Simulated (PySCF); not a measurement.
# Oxygen: a sound run and one with changed settings

Sound run: O⁺ [He] 2s2 2p3, O²⁺ [He] 2s2 2p2. Computed with PySCF 2.14 in 6-31G*, with the non-relativistic Hamiltonian (point nucleus). In the sound run the correlated levels freeze 1s2. The sound run starts from symmetry-adapted Hartree-Fock orbitals and uses a fine grid where one is needed.

Changed run: a valence shell is frozen. This setting is unsound on purpose.

```json
{"species": "O⁺", "method": "MP2", "sound run (hartree)": "-74.40172", "changed run (hartree)": "-74.35489", "converged": "yes"}
{"species": "O⁺", "method": "CCSD(T)", "sound run (hartree)": "-74.41769", "changed run (hartree)": "-74.35799", "converged": "yes"}
{"species": "O²⁺", "method": "MP2", "sound run (hartree)": "-73.11429", "changed run (hartree)": "-73.07072", "converged": "yes"}
{"species": "O²⁺", "method": "CCSD(T)", "sound run (hartree)": "-73.13686", "changed run (hartree)": "-73.07149", "converged": "yes"}
```

Ionisation energy of O⁺:

```
 method  sound run (eV)  changed run (eV)
    UHF          34.661            34.661
    MP2          35.033            34.944
SCS-MP2          34.860            34.755
   CCSD          34.851            35.006
CCSD(T)          34.853            35.007
```

Freezing a valence shell removes pair correlation that changes on ionisation.

For comparison, NIST gives 35.121 eV between the lowest levels.
